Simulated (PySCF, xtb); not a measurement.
C4H6NO, SMILES O=C1CCC[N]1 (connectivity only; charge and spin as stated), charge -1, multiplicity 1. The values are those of a single conformer.

Harmonic wavenumbers (cm⁻¹) from GFN2-xTB (xtb) at its own minimum, in rising order: 108, 224, 465, 532, 620, 695, 786, 859, 899, 938, 1002, 1047, 1085, 1127, 1158, 1201, 1229, 1263, 1288, 1363, 1477, 1498, 1515, 1752, 2723, 2826, 2905, 2931, 2940, 2962.

What does PySCF 2.14.0 with B3LYP-D3(BJ)/def2-SVPD give at its own minimum? (The exact figures need the calculation; the answer reports its results.)

154, 230, 479, 551, 640, 701, 792, 877, 884, 914, 999, 1049, 1073, 1143, 1177, 1213, 1249, 1285, 1297, 1388, 1448, 1467, 1485, 1666, 2829, 2937, 2991, 3001, 3033, 3068. Paired by order, the mean absolute difference is 35 cm⁻¹ and the zero-point energies are 59.2 and 60.1 kcal/mol.
